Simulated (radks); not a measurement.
Q: All-electron atom: neutral boron in [He] 2s2 2p1 (the NIST ground configuration). All-electron calculation, scalar-relativistic Kohn-Sham, PBE, spin-polarised, spherical densities, point nucleus; open shells are filled with parallel spins first. Program: a radial shooting solver on a logarithmic mesh with Libxc functionals. Some entries of the table are withheld. Estimate them.

| orbital | occ. | eigenvalue (eV) | <r> (bohr) | <r^2> (bohr^2) |
|---|---|---|---|---|
| 1s up | 1 | -180.5607 | 0.3296 | 0.1476 |
| 1s down | 1 | -180.2712 | 0.3292 | 0.1473 |
| 2s up | 1 | (1) | (2) | 4.527 |
| 2s down | 1 | (3) | (4) | 4.703 |
| 2p up | 1 | -4.0190 | (5) | 6.572 |
| 2p down | 0 | -2.9440 | (6) | 7.343 |

A: 
(1) 2s up eigenvalue (eV): -9.9070
(2) 2s up <r> (bohr): 1.939
(3) 2s down eigenvalue (eV): -8.7055
(4) 2s down <r> (bohr): 1.971
(5) 2p up <r> (bohr): 2.255
(6) 2p down <r> (bohr): 2.368
